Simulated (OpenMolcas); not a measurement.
# Ti: input and output

Input:

```
&GATEWAY
Coord
1

Ti 0.0 0.0 0.0
Basis=ANO-R2
Group=XYZ
NoMove
AngMom=0.0 0.0 0.0
AMFI
&SEWARD
&RASSCF
FileOrb=start.orb
Symmetry=1
Spin=3
nActEl=4 0 0
Inactive=3 6
Ras2=6 0
CIRoot=55 55 1
SDav=105
CIMx=300
Iter=120 100
PrWF=0.3
OrbListing=Nothing
MaxOrb=0
Atom
LevShft=1.5
>>> COPY $Project.JobIph JOB001
&RASSCF
FileOrb=start.orb
Symmetry=1
Spin=5
nActEl=4 0 0
Inactive=3 6
Ras2=6 0
CIRoot=15 15 1
SDav=15
CIMx=300
Iter=120 100
PrWF=0.3
OrbListing=Nothing
MaxOrb=0
Atom
CIOnly
>>> COPY $Project.JobIph JOB002
&RASSCF
FileOrb=start.orb
Symmetry=1
Spin=1
nActEl=4 0 0
Inactive=3 6
Ras2=6 0
CIRoot=105 105 1
SDav=105
CIMx=300
Iter=120 100
PrWF=0.3
OrbListing=Nothing
MaxOrb=0
Atom
CIOnly
>>> COPY $Project.JobIph JOB003
&RASSI
NrOfJobIphs=3 55 10 49
1 2 3 4 5 6 7 8 9 10 11 12 13 14 15 16 17 18 19 20 21 22 23 24 25 26 27
28 29 30 31 32 33 34 35 36 37 38 39 40 41 42 43 44 45 46 47 48 49 50 51
52 53 54 55
1 2 3 4 5 6 7 8 9 10
1 2 3 4 5 6 7 8 9 10 11 12 13 14 15 16 17 18 19 20 21 22 23 24 25 26 27
28 29 30 31 32 33 34 35 36 37 38 39 40 41 42 43 44 45 46 47 48 49
IphNames
JOB001
JOB002
JOB003
EJob
SpinOrbit
DIPRint=1.0
SOCoupling=1000.0
Subsets=2
MEES
Property=10
'ANGMOM' 1 'ANGMOM' 2 'ANGMOM' 3 'MLTPL  1' 1 'MLTPL  1' 2 'MLTPL  1' 3
'AMFI' 1 'AMFI' 2 'AMFI' 3 'MLTPL  2' 6
SOProperty=3
'ANGMOM' 1 'ANGMOM' 2 'ANGMOM' 3
```

A driver script runs the steps one by one and writes start.orb anew before each from the orbitals found so far, so a CI-only block uses the converged orbitals of the first block.

Output, cut to the results:

```
--- SEWARD ---
Basis set label: TI.ANO-R...6S5P4D2F1G.

      Electronic valence basis set:
      ------------------
      Associated Effective Charge  22.000000 au
      Associated Actual Charge     22.000000 au
      Nuclear Model: Finite nucleus - Gaussian distribution
        Gaussian exponent, Xi/bohr**(-2):  3.22631E+08

      Shell  nPrim  nBasis  Cartesian Spherical Contaminant
         s      19       6        X
         p      12       5        X
         d       8       4                 X
         f       5       2                 X
         g       4       1                 X
                  Relativistic X2C integrals
                  Atomic mean-field integrals
--- RASSCF ---
Wave function specifications:
      -----------------------------

      Number of closed shell electrons          18
      Number of electrons in active shells       4
      Max number of holes in RAS1 space          0
      Max nr of electrons in RAS3 space          0
      Number of inactive orbitals                9
      Number of active orbitals                  6
      Number of secondary orbitals              49
      Spin quantum number                      1.0
      State symmetry                             1
Orbital specifications:
      -----------------------

      Symmetry species                           1   2
                                                ag  au
      Frozen orbitals                            0   0
      Inactive orbitals                          3   6
      Active orbitals                            6   0
      RAS1 orbitals                              0   0
      RAS2 orbitals                              6   0
      RAS3 orbitals                              0   0
      Secondary orbitals                        26  23
      Deleted orbitals                           0   0
      Number of basis functions                 35  29
      Number of CSFs                           105
      Number of root(s) required                55
      Iter CI   SX   CI       RASSCF       Energy    max ROT     max BLB   max BLB  Level Ln srch  Step   QN
          iter iter root      energy       change     param      element    value   shift minimum  type update
 Nr of preliminary CI iterations:   1
        1   1    8    0  -852.66000079    0.00E+00   2.51E-03    3   9 1 -3.44E-03*  1.04   0.00    SX    NO
        2   1    8    0  -852.66004716   -4.64E-05* -1.08E-03    4  12 2 -1.22E-03*  1.04   0.00    SX    NO
        3   1    7    0  -852.66005801   -1.09E-05*  7.53E-04    7  15 1 -5.24E-04*  1.04   0.00    SX    NO
        4   1    7    0  -852.66006282   -4.80E-06* -5.14E-04    4   9 2  4.25E-04*  1.04   0.00    SX    NO
        5   1    7    0  -852.66006518   -2.37E-06* -7.67E-04    4   9 2  3.09E-04*  1.04   2.50    LS   YES
        6   1    7    0  -852.66006722   -2.04E-06*  4.93E-04    4   9 2  1.38E-04*  1.04   1.64    LS   YES
        7   1    7    0  -852.66006758   -3.62E-07*  1.25E-04    9  10 1  2.06E-04*  1.04   0.99    QN   YES
        8   1    6    0  -852.66006766   -8.01E-08*  1.88E-04    9  10 1  1.62E-04*  1.04   2.50    LS   YES
        9   1    6    0  -852.66006771   -4.61E-08*  1.11E-04    9  10 1  9.75E-05   1.04   1.02    QN   YES
       10   1    6    0  -852.66006774   -2.93E-08*  1.66E-04    9  10 1  7.02E-05   1.04   2.50    LS   YES
       11   1    6    0  -852.66006776   -2.33E-08*  9.39E-05    4  15 2 -4.12E-05   1.04   1.45    QN   YES
       12   1    5    0  -852.66006777   -6.34E-09  -1.38E-05    4  12 2 -1.44E-05   1.04   1.14    QN   YES
      Convergence after 12 iterations
       13   1    5    0  -852.66006777   -5.79E-10  -1.38E-05    3   9 1  4.88E-06   1.04   1.14    QN   YES
      Natural orbitals and occupation numbers for root  1
      sym 1:   0.007484   0.903680   0.100440   0.903375   0.099722   1.985299
      Natural orbitals and occupation numbers for root  2
      sym 1:   0.805013   0.805262   0.008452   0.197969   0.197860   1.985443
      Natural orbitals and occupation numbers for root  3
      sym 1:   0.601864   0.006398   0.402221   0.400853   0.603051   1.985613
::    RASSCF root number  1 Total energy:   -852.71169259
::    RASSCF root number  2 Total energy:   -852.71169259
::    RASSCF root number  3 Total energy:   -852.71169259
::    RASSCF root number  4 Total energy:   -852.71169259
::    RASSCF root number  5 Total energy:   -852.71169259
::    RASSCF root number  6 Total energy:   -852.71169259
...
--- RASSI ---
SPIN-FREE ENERGIES:
  (Shifted by EMIN (a.u.) =       -852.7261730624)

 SF State       Relative EMIN(au)   Rel lowest level(eV)    D:o, cm**(-1)      L_eff

    56             0.0000000000        0.0000000000              0.0000         3.0
    57             0.0000000000        0.0000000000              0.0000         3.0
    58             0.0000000000        0.0000000000              0.0000         3.0
    59             0.0000000000        0.0000000000              0.0000         3.0
    60             0.0000000000        0.0000000000              0.0000         3.0
    61             0.0000000000        0.0000000000              0.0000         3.0
    62             0.0000000000        0.0000000000              0.0000         3.0
     1             0.0144804726        0.3940337324           3178.0964         3.0
     2             0.0144804726        0.3940337324           3178.0964         3.0
     3             0.0144804726        0.3940337324           3178.0964         3.0
     4             0.0144804726        0.3940337324           3178.0964         3.0
     5             0.0144804726        0.3940337324           3178.0964         3.0
     6             0.0144804726        0.3940337324           3178.0964         3.0
     7             0.0144804726        0.3940337324           3178.0964         3.0
     8             0.0397099059        1.0805615876           8715.3170         3.0
     9             0.0397099059        1.0805615876           8715.3170         3.0
    10             0.0397099059        1.0805615876           8715.3170         3.0
    11             0.0397099059        1.0805615876           8715.3170         3.0
    12             0.0397099059        1.0805615876           8715.3170         3.0
    13             0.0397099059        1.0805615876           8715.3170         3.0
    14             0.0397099059        1.0805615876           8715.3170         3.0
...
```

Levels above the lowest, from the spin-orbit matrix, grouped by J:

| Configuration | Term | J | E (cm⁻¹) | Term weight % | Second |
| --- | --- | --- | --- | --- | --- |
| 3d³ 4s | ⁵F | 1 | 0.0 | 100 |  |
| 3d³ 4s | ⁵F | 2 | 47.3 | 100 |  |
| 3d³ 4s | ⁵F | 3 | 118 | 100 |  |
| 3d³ 4s | ⁵F | 4 | 212 | 100 |  |
| 3d³ 4s | ⁵F | 5 | 328 | 100 |  |
| 3d² 4s² | ³F | 2 | 3180 | 100 |  |
| 3d² 4s² | ³F | 3 | 3321 | 100 |  |
| 3d² 4s² | ³F | 4 | 3506 | 100 |  |
| 3d³ 4s | ³F(1) | 2 | 8746 | 100 |  |
| 3d³ 4s | ³F(1) | 3 | 8864 | 100 |  |
| 3d³ 4s | ³F(1) | 4 | 9019 | 100 |  |
| 3d³ 4s | ⁵P | 1 | 10694 | 80 | 20 3d² 4s² ³P |
| 3d³ 4s | ⁵P | 2 | 10711 | 67 | 27 3d² 4s² ³P |
| 3d² 4s² | ³P | 0 | 10810 | 100 |  |
| 3d³ 4s | ⁵P | 3 | 10852 | 100 |  |
| 3d² 4s² | ¹D | 2 | 10886 | 44 | 28 3d³ 4s ⁵P |
| 3d² 4s² | ³P | 1 | 10892 | 80 | 20 3d³ 4s ⁵P |
| 3d² 4s² | ¹D | 2 | 11105 | 50 | 45 ³P |
| 3d³ 4s | ³G | 3 | 12763 | 100 |  |
| 3d³ 4s | ³G | 4 | 12816 | 100 |  |
| 3d³ 4s | ³G | 5 | 12886 | 100 |  |
| 3d³ 4s | ¹G(1) | 4 | 14308 | 100 |  |
| 3d³ 4s | ³H | 4 | 16353 | 100 |  |
| 3d³ 4s | ³H | 5 | 16399 | 100 |  |

Against the 9 measured excited levels shown (NIST Handbook of Basic Atomic Spectroscopic Data) the mean absolute deviation is 5600 cm-1; the largest miss in energy is 3d³ 4s ⁵F₁: computed -3180, measured 6557 cm⁻¹ (-148.5 %). Levels of one J stand in another order than measured, so their pairing by name is doubtful. These deviations count from the computed level that pairs with the measured ground level.

Without dynamic correlation excited terms often stand tens of per cent too high (terms of higher spin than the ground term too low), and those without a measured partner can miss by more than the paired ones. Terms from blocks run as CI alone lack orbitals of their own. The lowest computed level is not the ground level that NIST lists (3F2). Configurations are named by rounded mean occupations; where the s occupation lies near a half they are strongly mixed, a name can repeat and a true partner stay unpaired. A single d shell beside an s shell can misplace configurations of different d count against each other. Measured partners are found by configuration, term and J. A level has none where our copy of the source lacks it or the pairing is in doubt (some pairs that miss far off the trend of their configuration count as doubtful), and it then counts in no deviation. Only configurations of the active space appear. The first state left out of the spin-orbit step lies near 36000 cm-1 above the lowest spin-free state of the reference (among the parities and spins computed), and the list stops at four fifths of that energy or lower. The table shows the lowest 24 of 41 levels.

The term weight is that of the spin-free term in the level, not the purity of its configuration. A number in round brackets counts repeated terms of one configuration in the order of the reference energies.
